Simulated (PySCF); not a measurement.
trichloroethylene (C₂HCl₃), singlet, geometry from GFN2-xTB; TPSSH/3-21G (PySCF).

Here is a job for PySCF.
```python
from pyscf import gto, scf, dft

mol = gto.M(
    atom='''
Cl    2.16430428    0.65063115   -0.02488394
C     0.96868077   -0.56892736   -0.03455329
C    -0.33236363   -0.29237070   -0.00141803
Cl   -0.96728152    1.29724732    0.05435331
Cl   -1.50022928   -1.55086072   -0.01269355
H     1.33660808   -1.58151327   -0.06936094
''',
    basis='3-21g',
    verbose=3,
)

mf = dft.RKS(mol)
mf.xc = 'tpssh'
mf.kernel()
mf.analyze()
```

Question: Write the output that PySCF gives for this input, abridged.

Answer: 
```
converged SCF energy = -1450.3253478168
**** MO energy ****
MO #1   energy= -100.703795388936  occ= 2
MO #2   energy= -100.702954700509  occ= 2
MO #3   energy= -100.696035532526  occ= 2
MO #4   energy= -10.2114393224656  occ= 2
MO #5   energy= -10.162789334157   occ= 2
MO #6   energy= -9.34756089782477  occ= 2
MO #7   energy= -9.34624922666142  occ= 2
MO #8   energy= -9.3401852865143   occ= 2
MO #9   energy= -7.10611269535856  occ= 2
MO #10  energy= -7.10514248848296  occ= 2
MO #11  energy= -7.09859838869626  occ= 2
MO #12  energy= -7.09204417401208  occ= 2
MO #13  energy= -7.0920176806615   occ= 2
MO #14  energy= -7.09135086975787  occ= 2
MO #15  energy= -7.0909726859153   occ= 2
MO #16  energy= -7.08542424438794  occ= 2
MO #17  energy= -7.08471917077834  occ= 2
MO #18  energy= -0.94675932927893  occ= 2
MO #19  energy= -0.883666736488333 occ= 2
MO #20  energy= -0.846782602286757 occ= 2
MO #21  energy= -0.732877862520317 occ= 2
MO #22  energy= -0.572939383257147 occ= 2
MO #23  energy= -0.513244853204059 occ= 2
MO #24  energy= -0.489046127984127 occ= 2
MO #25  energy= -0.432374613796763 occ= 2
MO #26  energy= -0.424619263293947 occ= 2
MO #27  energy= -0.359675610652982 occ= 2
MO #28  energy= -0.349446669159848 occ= 2
MO #29  energy= -0.334111768267789 occ= 2
MO #30  energy= -0.330935832861183 occ= 2
MO #31  energy= -0.312722391440087 occ= 2
MO #32  energy= -0.252917466018212 occ= 2
MO #33  energy= -0.0407756810396798 occ= 0
MO #34  energy= -0.0152709273464615 occ= 0
MO #35  energy= -0.00787766007162105 occ= 0
MO #36  energy= 0.0720131652152582 occ= 0
MO #37  energy= 0.193317766509898  occ= 0
MO #38  energy= 0.307585643501358  occ= 0
MO #39  energy= 0.39682351017656   occ= 0
MO #40  energy= 0.463576075278491  occ= 0
 ** Mulliken atomic charges  **
charge of    0Cl =      0.00956
charge of    1C =     -0.14475
charge of    2C =     -0.06443
charge of    3Cl =      0.02734
charge of    4Cl =      0.01967
charge of    5H =      0.15260
Dipole moment(X, Y, Z, Debye):  0.47699, -1.03836, -0.03765
```
